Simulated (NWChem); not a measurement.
System: BeH2S2; SMILES [SH][Be][SH]

The following NWChem deck was run.

```
start job
memory heap 200 mb stack 900 mb global 1100 mb
geometry units angstroms noautosym nocenter noautoz
  Be     0.000000     0.000000     0.060984
  S     -0.096503    -1.901424     0.071706
  H      0.857890    -2.017476    -0.881869
  S      0.096503     1.901424     0.071706
  H     -0.857890     2.017476    -0.881869
end
basis spherical
  * library def2-svpd
end
dft
  xc b3lyp
  iterations 150
end
property
  response 1 0.0
end
task dft property
```

All runs use the structure optimised with PBE0/def2-SVP. B3LYP is NWChem's, with the RPA form of VWN correlation.

Static field.

**Question.** What results follow from this input? (B3LYP/def2-SVPD.) Quantities: isotropic polarisability (bohr³); anisotropy (bohr³).

**Answer.** The isotropic polarisability (bohr³) is 60.4 and the anisotropy (bohr³) comes out as 28.4.
